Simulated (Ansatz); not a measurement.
Program: Ansatz 0.2.0.

Basis-set series for C₂H₅NZn. The species carries charge 0 and has multiplicity 1. The bonds changed during the relaxation, so this is another structure than the one it started from. All single points use the PBE0-D4/def2-TZVP geometry.

```tsv
atom	x (Å)	y (Å)	z (Å)
C1	1.099	0.033	-0.410
N2	-0.291	-0.173	-0.104
C3	-0.786	0.416	0.890
Zn4	-2.377	-1.833	-1.504
H5	1.185	0.429	-1.425
H6	1.606	0.714	0.287
H7	1.611	-0.933	-0.404
H8	-0.208	1.084	1.542
H9	-1.839	0.264	1.127
```

```
functional       basis  functions  energy (Eh)  HOMO (eV)  LUMO (eV)
   PBE0-D4    def2-SVP         98  -1912.56539      -5.40      -0.31
   PBE0-D4  def2-QZVPP        421  -1913.02715      -5.68      -0.67
   ωB97M-V    def2-SVP         98  -1912.80466      -7.46       2.06
   ωB97M-V  def2-QZVPP        421  -1913.27198      -7.76       0.90
```

(1) Give the rows for def2-TZVPP. (An estimate is asked.)

Results:

(1) The calculation gave: 
| functional | basis | functions | energy (Eh) | HOMO (eV) | LUMO (eV) |
| --- | --- | --- | --- | --- | --- |
| PBE0-D4 | def2-TZVPP | 227 | -1912.97795 | -5.68 | -0.59 |
| ωB97M-V | def2-TZVPP | 227 | -1913.22404 | -7.74 | 1.28 |

Positive LUMOs are unbound and depend on the basis. Scalar relativity is left out up to krypton.
